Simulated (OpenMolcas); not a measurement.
Se: Slater's ratio, thermal populations, the spin-orbit constant, worked from levels

```yaml
Program: OpenMolcas
Basis: ANO-RCC-VTZP [6s5p3d1f]
Scalar_Hamiltonian: DKH2, point nucleus
Active_space: 6 electrons in 8 orbitals (4s 4p 5s 5p)
State_averaging: 2S+1 = 3 even, 3 roots; 2S+1 = 1 even, 6 roots
Spin-orbit_coupling: RASSI with atomic mean-field integrals over the reference wave functions, term energies averaged over their components
```

Methods: CASSCF; SS-CASPT2, IPEA 0.25 Eh, imaginary shift 0.1 Eh (closed shells correlated: 3d). Measured levels: NIST Handbook of Basic Atomic Spectroscopic Data.

**Slater's ratio.** With one set of orbitals, p4 has ¹D - ³P = 6 F2 and ¹S - ¹D = 9 F2 (F2 = F²/25), a ratio of 3/2. Term energies are centres of gravity, weighted by 2J + 1.

```
   Source  ¹D - ³P  ¹S - ³P  F2 from the first  Ratio
   CASSCF    10697    20078               1783  0.877
SS-CASPT2     9332    21964               1555  1.354
 measured     8631    21501               1438  1.491
```

Energies in cm-1. A ratio away from 3/2 shows effects beyond one configuration with one set of orbitals, and in heavier atoms second-order spin-orbit shifts. In CASSCF the valence s occupation is 1.94 in ¹S against 2.00 in ¹D: mixing out of s² acts most on ¹S and pulls it down.

**Thermal populations.** Z = Σ (2J + 1) exp(-E/kT) with k = 0.695035 cm-1/K, over the levels below. No other level of either list lies under 48100 cm-1, which is above 7 kT at each temperature.

```csv
Level,2J + 1,SS-CASPT2,measured
4s² 4p⁴ ³P₂,5,0.0,0.0
4s² 4p⁴ ³P₁,3,1760,1989
4s² 4p⁴ ³P₀,1,2300,2534
4s² 4p⁴ ¹D₂,5,10170,9576
4s² 4p⁴ ¹S₀,1,22810,22446
```

```csv
T (K),"Z, SS-CASPT2","Z, measured levels","Ground level (%), SS-CASPT2","Ground level (%), measured levels"
3000,6.660,6.503,75.1,76.9
5000,7.593,7.494,65.8,66.7
8000,8.667,8.643,57.7,57.9
```

At 8000 K, kT = 5560 cm-1, and the computed levels give Z = 5.000 + 2.186 + 0.661 + 0.803 + 0.017 = 8.667.

**The spin-orbit constant.** For the Hund term ³P of p4, E(J) = (A/2) J(J+1) + constant and ζ = -2S·A = -2A. From J = 0 to J = 2 the energy changes by 3 A.

| Source | E(2) - E(0) | A | ζ |
| --- | --- | --- | --- |
| CASSCF | -2253.4 | -751.1 | 1502 |
| SS-CASPT2 | -2298.1 | -766.0 | 1532 |
| measured | -2534.4 | -844.8 | 1690 |

All in cm-1. SS-CASPT2 is off by -9.3 % and CASSCF by -11.1 %. Both methods take the spin-orbit matrix elements from the reference wave functions, so the second can move ζ only through the term energies and any multistate remixing. Second-order mixing with other terms is absorbed into this ζ.

Term energies are means over components that CASPT2 splits; among the terms shown or strongly mixed into the levels shown the widest spread is 56 cm-1 (4s² 4p⁴ ¹D, SS-CASPT2). Active for correlation alone: 5p 5s; no level in the range computed is led by a configuration that fills them, so any true level of that kind is missing. Without dynamic correlation excited terms often stand tens of per cent too high (terms of higher spin than the ground term too low), and those without a measured partner can miss by more than the paired ones (holds for CASSCF). Computed and measured levels are paired by configuration, term and J; levels that our copy of the source lacks, or whose pairing is in doubt (as where it misses far off the trend of its configuration), stay unpaired and out of the deviations. Only configurations of the active space appear.
